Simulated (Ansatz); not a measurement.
Level of theory: PBE-D3(BJ)/def2-SVP in Ansatz (a quantum-chemistry and plane-wave program). No frequencies were computed at this level.

Ansatz 0.2 input:
```yaml
crystal:
  periodic: [false, false, false]
  atoms:
    - { symbol: B, position_ang: [0.199917, 2.32723, 0.976078] }
    - { symbol: C, position_ang: [-0.008841, 1.090744, 0.02045] }
    - { symbol: C, position_ang: [-1.528983, 1.017307, -0.247954] }
    - { symbol: C, position_ang: [-1.86172, -0.131886, -1.194451] }
    - { symbol: C, position_ang: [-1.37542, -1.455705, -0.61614] }
    - { symbol: C, position_ang: [0.127609, -1.401271, -0.361504] }
    - { symbol: C, position_ang: [0.472087, -0.259426, 0.592814] }
    - { symbol: C, position_ang: [1.936335, -0.147869, 0.902278] }
    - { symbol: C, position_ang: [2.918902, -0.87634, 0.406396] }
    - { symbol: H, position_ang: [0.404167, 3.388543, 0.530176] }
    - { symbol: H, position_ang: [0.068248, 2.205674, 2.132056] }
    - { symbol: H, position_ang: [0.479753, 1.225057, -0.950866] }
    - { symbol: H, position_ang: [-1.870766, 1.961561, -0.677483] }
    - { symbol: H, position_ang: [-2.056779, 0.870841, 0.69729] }
    - { symbol: H, position_ang: [-2.941461, -0.168863, -1.358504] }
    - { symbol: H, position_ang: [-1.381331, 0.040858, -2.160383] }
    - { symbol: H, position_ang: [-1.606072, -2.270992, -1.305538] }
    - { symbol: H, position_ang: [-1.897833, -1.655065, 0.322719] }
    - { symbol: H, position_ang: [0.646472, -1.249889, -1.310751] }
    - { symbol: H, position_ang: [0.463297, -2.349834, 0.063181] }
    - { symbol: H, position_ang: [-0.053411, -0.42858, 1.541768] }
    - { symbol: H, position_ang: [2.165121, 0.649813, 1.600678] }
    - { symbol: H, position_ang: [3.943609, -0.704104, 0.69107] }
    - { symbol: H, position_ang: [2.757102, -1.677803, -0.29338] }
basis:
  gaussian: { orbitals: def2-svp }
hamiltonian:
  xc: pbe
  dispersion: d3bj
relax:
  max_steps: 150
```

Output:

```
Functional definition: PBE
2288 factors; their error is unknown
mean field evaluation 1: about -9176.5144 eV, gradient 8.4e1 eV
mean field evaluation 2: about -9134.0342 eV, gradient 1.5e2 eV
mean field evaluation 4: about -9195.8350 eV, gradient 1.1e1 eV
mean field evaluation 8: about -9196.1290 eV, gradient 3.9e-1 eV
mean field evaluation 16: about -9196.0316 eV, gradient 4.2e-3 eV
mean field -9196.03156785 eV, -337.9479268246 hartree, gradient 2.8e-5 eV, S^2 0.000000; 0 other end points of the search recorded, 0 dependent functions left out
reference -9196.03161059 eV, -337.9479283949 hartree; 34, 34 occupied and 167, 167 virtual orbitals, 2288 factors
relax step   1: F+E_penalty+E_count = -9196.71194278 eV  Δ(F+E_penalty+E_count) = +0.000e0 eV  max|allowed force component| = 1.245e0 eV/Å  Δτ_max = 0.0000 Å  (32 SCF iters, accepted)
these checks for a lower state are left out or cut short: starts, cluster_reference, orbital_swaps, neighbouring_geometries, increment
2288 factors; their error is unknown
mean field -9196.23476491 eV, -337.9553941785 hartree, gradient 1.7e-5 eV, S^2 0.000000; 0 other end points of the search recorded, 0 dependent functions left out
reference -9196.23480835 eV, -337.9553957752 hartree; 34, 34 occupied and 167, 167 virtual orbitals, 2288 factors
relax step   2: F+E_penalty+E_count = -9196.90578197 eV  Δ(F+E_penalty+E_count) = -1.938e-1 eV  max|allowed force component| = 4.117e-1 eV/Å  Δτ_max = 0.0635 Å  (32 SCF iters, accepted)
these checks for a lower state are left out or cut short: starts, cluster_reference, orbital_swaps, neighbouring_geometries, increment
2288 factors; their error is unknown
mean field evaluation 32: about -9196.2516 eV, gradient 4.5e-4 eV
mean field -9196.25160369 eV, -337.9560129924 hartree, gradient 1.7e-5 eV, S^2 0.000000; 0 other end points of the search recorded, 0 dependent functions left out
reference -9196.25164726 eV, -337.9560145937 hartree; 34, 34 occupied and 167, 167 virtual orbitals, 2288 factors
relax step   3: F+E_penalty+E_count = -9196.92050547 eV  Δ(F+E_penalty+E_count) = -1.472e-2 eV  max|allowed force component| = 1.797e-1 eV/Å  Δτ_max = 0.0959 Å  (31 SCF iters, accepted)
these checks for a lower state are left out or cut short: starts, cluster_reference, orbital_swaps, neighbouring_geometries, increment
2288 factors; their error is unknown
mean field -9196.25513583 eV, -337.9561427961 hartree, gradient 1.7e-5 eV, S^2 0.000000; 0 other end points of the search recorded, 0 dependent functions left out
reference -9196.25517958 eV, -337.9561444039 hartree; 34, 34 occupied and 167, 167 virtual orbitals, 2288 factors
relax step   4: F+E_penalty+E_count = -9196.92400670 eV  Δ(F+E_penalty+E_count) = -3.501e-3 eV  max|allowed force component| = 2.751e-1 eV/Å  Δτ_max = 0.1297 Å  (31 SCF iters, accepted)
these checks for a lower state are left out or cut short: starts, cluster_reference, orbital_swaps, neighbouring_geometries, increment
2288 factors; their error is unknown
mean field -9196.25897154 eV, -337.9562837559 hartree, gradient 1.7e-5 eV, S^2 0.000000; 0 other end points of the search recorded, 0 dependent functions left out
reference -9196.25901527 eV, -337.9562853629 hartree; 34, 34 occupied and 167, 167 virtual orbitals, 2288 factors
relax step   5: F+E_penalty+E_count = -9196.92798145 eV  Δ(F+E_penalty+E_count) = -3.975e-3 eV  max|allowed force component| = 2.493e-1 eV/Å  Δτ_max = 0.0415 Å  (31 SCF iters, accepted)
these checks for a lower state are left out or cut short: starts, cluster_reference, orbital_swaps, neighbouring_geometries, increment
2288 factors; their error is unknown
mean field -9196.24692211 eV, -337.9558409476 hartree, gradient 1.7e-5 eV, S^2 0.000000; 0 other end points of the search recorded, 0 dependent functions left out
reference -9196.24696588 eV, -337.9558425561 hartree; 34, 34 occupied and 167, 167 virtual orbitals, 2288 factors
relax step   6: F+E_penalty+E_count = -9196.91665104 eV  Δ(F+E_penalty+E_count) = +1.133e-2 eV  max|allowed force component| = 1.725e-1 eV/Å  Δτ_max = 0.1379 Å  (31 SCF iters, rejected (line search))
these checks for a lower state are left out or cut short: starts, cluster_reference, orbital_swaps, neighbouring_geometries, increment
2288 factors; their error is unknown
mean field -9196.25239593 eV, -337.9560421067 hartree, gradient 1.7e-5 eV, S^2 0.000000; 0 other end points of the search recorded, 0 dependent functions left out
reference -9196.25243955 eV, -337.9560437096 hartree; 34, 34 occupied and 167, 167 virtual orbitals, 2288 factors
relax step   7: F+E_penalty+E_count = -9196.92211425 eV  Δ(F+E_penalty+E_count) = +5.867e-3 eV  max|allowed force component| = 3.256e-1 eV/Å  Δτ_max = 0.0690 Å  (31 SCF iters, rejected (line search))
these checks for a lower state are left out or cut short: starts, cluster_reference, orbital_swaps, neighbouring_geometries, increment
2288 factors; their error is unknown
mean field evaluation 64: about -9196.3536 eV, gradient 1.2e0 eV
mean field -9196.26329907 eV, -337.9564427896 hartree, gradient 1.8e-5 eV, S^2 0.000000; 0 other end points of the search recorded, 0 dependent functions left out
reference -9196.26334276 eV, -337.9564443951 hartree; 34, 34 occupied and 167, 167 virtual orbitals, 2288 factors
relax step   8: F+E_penalty+E_count = -9196.93242446 eV  Δ(F+E_penalty+E_count) = -4.443e-3 eV  max|allowed force component| = 3.627e-2 eV/Å  Δτ_max = 0.0345 Å  (32 SCF iters, accepted)
these checks for a lower state are left out or cut short: starts, cluster_reference, orbital_swaps, neighbouring_geometries, increment
2288 factors; their error is unknown
mean field -9196.26254323 eV, -337.9564150132 hartree, gradient 1.8e-5 eV, S^2 0.000000; 0 other end points of the search recorded, 0 dependent functions left out
reference -9196.26258693 eV, -337.9564166191 hartree; 34, 34 occupied and 167, 167 virtual orbitals, 2288 factors
relax step   9: F+E_penalty+E_count = -9196.93141998 eV  Δ(F+E_penalty+E_count) = +1.004e-3 eV  max|allowed force component| = 2.984e-1 eV/Å  Δτ_max = 0.0174 Å  (33 SCF iters, rejected (line search))
these checks for a lower state are left out or cut short: starts, cluster_reference, orbital_swaps, neighbouring_geometries, increment
2288 factors; their error is unknown
mean field -9196.26358152 eV, -337.9564531694 hartree, gradient 1.8e-5 eV, S^2 0.000000; 0 other end points of the search recorded, 0 dependent functions left out
reference -9196.26362520 eV, -337.9564547748 hartree; 34, 34 occupied and 167, 167 virtual orbitals, 2288 factors
relax step  10: F+E_penalty+E_count = -9196.93265930 eV  Δ(F+E_penalty+E_count) = -2.348e-4 eV  max|allowed force component| = 1.541e-2 eV/Å  Δτ_max = 0.0086 Å  (32 SCF iters, accepted)
these checks for a lower state are left out or cut short: starts, cluster_reference, orbital_swaps, neighbouring_geometries, increment
2288 factors; their error is unknown
mean field -9196.26368688 eV, -337.9564570414 hartree, gradient 1.8e-5 eV, S^2 0.000000; 0 other end points of the search recorded, 0 dependent functions left out
reference -9196.26373057 eV, -337.9564586468 hartree; 34, 34 occupied and 167, 167 virtual orbitals, 2288 factors
relax step  11: F+E_penalty+E_count = -9196.93274373 eV  Δ(F+E_penalty+E_count) = -8.442e-5 eV  max|allowed force component| = 1.100e-2 eV/Å  Δτ_max = 0.0132 Å  (32 SCF iters, accepted)
these checks for a lower state are left out or cut short: starts, cluster_reference, orbital_swaps, neighbouring_geometries, increment
2288 factors; their error is unknown
mean field evaluation 96: about -9196.2638 eV, gradient 3.3e-3 eV
mean field -9196.26378898 eV, -337.9564607936 hartree, gradient 1.8e-5 eV, S^2 0.000000; 0 other end points of the search recorded, 0 dependent functions left out
reference -9196.26383267 eV, -337.9564623991 hartree; 34, 34 occupied and 167, 167 virtual orbitals, 2288 factors
relax step  12: F+E_penalty+E_count = -9196.93279346 eV  Δ(F+E_penalty+E_count) = -4.973e-5 eV  max|allowed force component| = 1.234e-2 eV/Å  Δτ_max = 0.0130 Å  (32 SCF iters, accepted)
these checks for a lower state are left out or cut short: starts, cluster_reference, orbital_swaps, neighbouring_geometries, increment
2288 factors; their error is unknown
mean field -9196.26384323 eV, -337.9564627873 hartree, gradient 8.5e-6 eV, S^2 0.000000; 0 other end points of the search recorded, 0 dependent functions left out
reference -9196.26388693 eV, -337.9564643930 hartree; 34, 34 occupied and 167, 167 virtual orbitals, 2288 factors
relax step  13: F+E_penalty+E_count = -9196.93281473 eV  Δ(F+E_penalty+E_count) = -2.127e-5 eV  max|allowed force component| = 6.067e-3 eV/Å  Δτ_max = 0.0020 Å  (24 SCF iters, accepted)
2288 factors; their error is unknown
mean field evaluation 128: about -9196.2638 eV, gradient 5.5e-5 eV
mean field -9196.26384323 eV, -337.9564627873 hartree, gradient 8.5e-6 eV, S^2 0.000000; 1 other end points of the search recorded, 0 dependent functions left out
reference -9196.26388693 eV, -337.9564643930 hartree; 34, 34 occupied and 167, 167 virtual orbitals, 2288 factors
Total energy: -9196.93285842 eV, -337.9810486420 hartree
Atom 0 at     0.114748     2.334563     0.968482 Å, force     0.001783    -0.001017    -0.002055 eV/Å
Atom 1 at     0.022133     1.102087     0.016186 Å, force    -0.006067     0.002041     0.000036 eV/Å
Atom 2 at    -1.516487     1.058709    -0.264869 Å, force     0.002156    -0.004504    -0.003353 eV/Å
Atom 3 at    -1.879307    -0.119585    -1.183727 Å, force     0.000268     0.002679     0.002634 eV/Å
Atom 4 at    -1.377041    -1.452391    -0.620591 Å, force     0.000681    -0.000462    -0.000604 eV/Å
Atom 5 at     0.131859    -1.417175    -0.352673 Å, force    -0.001236    -0.000321    -0.000999 eV/Å
Atom 6 at     0.516948    -0.257358     0.574474 Å, force    -0.003403     0.000800    -0.002862 eV/Å
Atom 7 at     1.986802    -0.173166     0.899982 Å, force     0.004914    -0.003470    -0.001289 eV/Å
Atom 8 at     2.976408    -0.942055     0.413297 Å, force    -0.001413    -0.000371     0.002492 eV/Å
Atom 9 at     0.127601     3.467941     0.520766 Å, force    -0.001342     0.000259     0.001343 eV/Å
Atom 10 at     0.055706     2.187369     2.179529 Å, force     0.000026    -0.000114     0.000336 eV/Å
Atom 11 at     0.522222     1.293085    -0.959809 Å, force     0.001454     0.000686    -0.000619 eV/Å
Atom 12 at    -1.855537     2.013190    -0.719502 Å, force     0.000364    -0.000372     0.001905 eV/Å
Atom 13 at    -2.070293     0.947992     0.695335 Å, force    -0.000154     0.001798    -0.000187 eV/Å
Atom 14 at    -2.979120    -0.148547    -1.335654 Å, force     0.000116     0.000067    -0.000318 eV/Å
Atom 15 at    -1.423976     0.053878    -2.183899 Å, force     0.000351    -0.000443    -0.000273 eV/Å
Atom 16 at    -1.625534    -2.280919    -1.316435 Å, force    -0.000052     0.000143    -0.000468 eV/Å
Atom 17 at    -1.913496    -1.672844     0.329765 Å, force     0.000039     0.000076     0.000795 eV/Å
Atom 18 at     0.674212    -1.301477    -1.318206 Å, force     0.000957    -0.000920     0.000537 eV/Å
Atom 19 at     0.469828    -2.380984     0.082878 Å, force    -0.000596     0.001301     0.000824 eV/Å
Atom 20 at    -0.016890    -0.404281     1.545591 Å, force     0.001658     0.000237     0.002073 eV/Å
Atom 21 at     2.248441     0.634615     1.611104 Å, force    -0.000531    -0.000270     0.001045 eV/Å
Atom 22 at     4.022653    -0.780331     0.715229 Å, force     0.000262     0.001264    -0.001239 eV/Å
Atom 23 at     2.788123    -1.762317    -0.297255 Å, force    -0.000235     0.000912     0.000248 eV/Å
Dipole moment:    -0.155027    -0.132236    -0.130640 e Å
```

Cost: very roughly 2.1 core-minutes.
